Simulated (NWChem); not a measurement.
All runs are NWChem calculations. System: C₃H₈Si, charge 0, spin multiplicity 1, at a geometry optimised with PBE0/def2-SVP. The structure started from a generated list of species. Level: TDA-BHandHLYP/6-31+G* (spherical d).

Input file:

```
start mol
memory heap 200 mb stack 800 mb global 1000 mb
geometry units angstroms nocenter noautoz
  C      1.544883    -1.248183     0.000000
  C      1.398424     0.236665     0.000000
  C      0.247027     0.926513     0.000000
  Si    -1.477392     0.189901     0.000000
  H      2.113927    -1.585259     0.882778
  H      2.113927    -1.585259    -0.882778
  H      0.576744    -1.771399     0.000000
  H      2.343829     0.797672     0.000000
  H      0.320729     2.021224     0.000000
  H     -1.724770    -0.662507     1.206106
  H     -2.478143     1.299449     0.000000
  H     -1.724770    -0.662507    -1.206106
  symmetry group Cs
end
basis spherical
  * library 6-31+g*
end
dft
  xc bhlyp
  semidirect memsize 60000000 filesize 0
  iterations 100
end
tddft
  cis
  nroots 6
  notriplet
  thresh 1e-4
end
task tddft energy
```

Part of the output:

```
             Northwest Computational Chemistry Package (NWChem) 7.3.0
             --------------------------------------------------------

                                NWChem Input Module
                                -------------------

 Scaling coordinates for geometry "geometry" by  1.889725989
 (inverse scale =  0.529177249)

 Turning off AUTOSYM since
 SYMMETRY directive was detected!

                             Geometry "geometry" -> ""
                             -------------------------

 Output coordinates in angstroms (scale by  1.889725989 to convert to a.u.)

  No.       Tag          Charge          X              Y              Z
 ---- ---------------- ---------- -------------- -------------- --------------
    1 C                    6.0000     1.54488300    -1.24818300     0.00000000
    2 C                    6.0000     1.39842400     0.23666500     0.00000000
    3 C                    6.0000     0.24702700     0.92651300     0.00000000
    4 Si                  14.0000    -1.47739200     0.18990100     0.00000000
    5 H                    1.0000     2.11392700    -1.58525900     0.88277800
    6 H                    1.0000     2.11392700    -1.58525900    -0.88277800
    7 H                    1.0000     0.57674400    -1.77139900     0.00000000
    8 H                    1.0000     2.34382900     0.79767200     0.00000000
    9 H                    1.0000     0.32072900     2.02122400     0.00000000
   10 H                    1.0000    -1.72477000    -0.66250700     1.20610600
   11 H                    1.0000    -2.47814300     1.29944900     0.00000000
   12 H                    1.0000    -1.72477000    -0.66250700    -1.20610600

 Effective nuclear repulsion energy (a.u.)     153.4281597096

            Nuclear Dipole moment (a.u.)
            ----------------------------
        X                 Y               Z
 ---------------- ---------------- ----------------
    -0.0000207870    -0.0000037795     0.0000000000

      Symmetry information
      --------------------

 Group name             Cs
 Group number              2
 Group order               2
[...]
            d_CD3 =   5.4086 Angstrom
     Pearson C.C. =   0.0546

     Occ.   19  a'  ---  Virt.   22  a"      -0.09700
     Occ.   20  a"  ---  Virt.   21  a'      -0.37590
     Occ.   20  a"  ---  Virt.   23  a'      -0.76040
     Occ.   20  a"  ---  Virt.   25  a'      -0.44560
     Occ.   20  a"  ---  Virt.   28  a'       0.20931
     Occ.   20  a"  ---  Virt.   30  a'       0.06701
     Occ.   20  a"  ---  Virt.   34  a'       0.05883
  ----------------------------------------------------------------------------
  Root   5 singlet a"             0.278209071 a.u.                7.5705 eV
  ----------------------------------------------------------------------------
     Transition Moments    X -0.00000   Y  0.00000   Z  0.17131
     Transition Moments   XX  0.00000  XY -0.00000  XZ  0.44209
     Transition Moments   YY  0.00000  YZ  0.29851  ZZ  0.00000
     Dipole Oscillator Strength                    0.0054429762
     Electric Quadrupole                           0.0000000326
     Magnetic Dipole                               0.0000012645
     Total Oscillator Strength                     0.0054442733

          sigma_e =   3.6553 Angstrom
          sigma_h =   1.6358 Angstrom
         |d_h->e| =   0.1721 Angstrom
            d_exc =   3.9441 Angstrom
            d_CD1 =   2.1917 Angstrom
            d_CD2 =  -2.4735 Angstrom
            d_CD3 =   4.1162 Angstrom
     Pearson C.C. =   0.0427

     Occ.   19  a'  ---  Virt.   22  a"       0.22116
     Occ.   20  a"  ---  Virt.   23  a'       0.38881
     Occ.   20  a"  ---  Virt.   24  a'       0.48315
     Occ.   20  a"  ---  Virt.   25  a'      -0.72220
     Occ.   20  a"  ---  Virt.   28  a'       0.05874
     Occ.   20  a"  ---  Virt.   34  a'      -0.10028
     Occ.   20  a"  ---  Virt.   38  a'      -0.10252
  ----------------------------------------------------------------------------
  Root   6 singlet a"             0.288756919 a.u.                7.8575 eV
  ----------------------------------------------------------------------------
     Transition Moments    X -0.00000   Y -0.00000   Z  0.03053
     Transition Moments   XX  0.00000  XY  0.00000  XZ -1.59969
     Transition Moments   YY -0.00000  YZ  0.09659  ZZ -0.00000
     Dipole Oscillator Strength                    0.0001793803
     Electric Quadrupole                           0.0000003293
     Magnetic Dipole                               0.0000002945
     Total Oscillator Strength                     0.0001800041

          sigma_e =   3.9012 Angstrom
          sigma_h =   1.6869 Angstrom
         |d_h->e| =   2.0059 Angstrom
            d_exc =   4.6130 Angstrom
            d_CD1 =   4.2201 Angstrom
            d_CD2 =  -0.7882 Angstrom
            d_CD3 =   6.6188 Angstrom
     Pearson C.C. =   0.0614

     Occ.   17  a"  ---  Virt.   23  a'      -0.07719
     Occ.   19  a'  ---  Virt.   22  a"       0.08805
     Occ.   20  a"  ---  Virt.   21  a'       0.07271
     Occ.   20  a"  ---  Virt.   23  a'       0.25532
     Occ.   20  a"  ---  Virt.   24  a'      -0.82548
     Occ.   20  a"  ---  Virt.   25  a'      -0.36152
     Occ.   20  a"  ---  Virt.   27  a'       0.07651
     Occ.   20  a"  ---  Virt.   28  a'       0.14244
     Occ.   20  a"  ---  Virt.   30  a'       0.21468
     Occ.   20  a"  ---  Virt.   33  a'       0.05605
     Occ.   20  a"  ---  Virt.   34  a'      -0.06457
     Occ.   20  a"  ---  Virt.   38  a'      -0.09601
     Occ.   20  a"  ---  Virt.   40  a'      -0.05769
     Occ.   20  a"  ---  Virt.   41  a'       0.06084

              Target root =      1
          Target symmetry = none
      Ground state energy =   -408.498494304538
        Excitation energy =      0.246478415353
     Excited state energy =   -408.252015889185

  stored tddft:energy   -408.25201588918469

 Task  times  cpu:      225.2s     wall:      225.2s

 Total times  cpu:      225.3s     wall:      225.3s
```
